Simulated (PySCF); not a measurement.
Computed IR spectrum (relative IR intensity) of a molecule C4H11BO2. Geometry optimised at B3LYP-D3(BJ)/def2-SVP. The values are those of a single conformer. Level of theory: PySCF with B3LYP-D3(BJ)/def2-SVP. Harmonic, unscaled wavenumbers; measured fundamentals usually lie a few per cent lower.

ν (cm⁻¹): 632 (vw), 910 (w), 1016 (m), 1154 (m), 1162 (vw), 1183 (w), 1194 (vw), 1301 (m), 1367 (m), 1397 (w), 1403 (w), 1432 (vs), 1478 (w), 1512 (s), 2589 (m), 3012 (m), 3032 (vw), 3036 (vw), 3042 (vw), 3098 (w), 3124 (w), 3127 (w), 3130 (w) (against the strongest line: vs over 80 %, s over 45 %, m over 15 %, w over 4 %, vw less)

Problem. Which molecule gave these data?
A) CCOCB(C)O
B) COBOC(C)C
C) CB(C)OCCO
D) CCOB(O)CC

Solution. B, COBOC(C)C
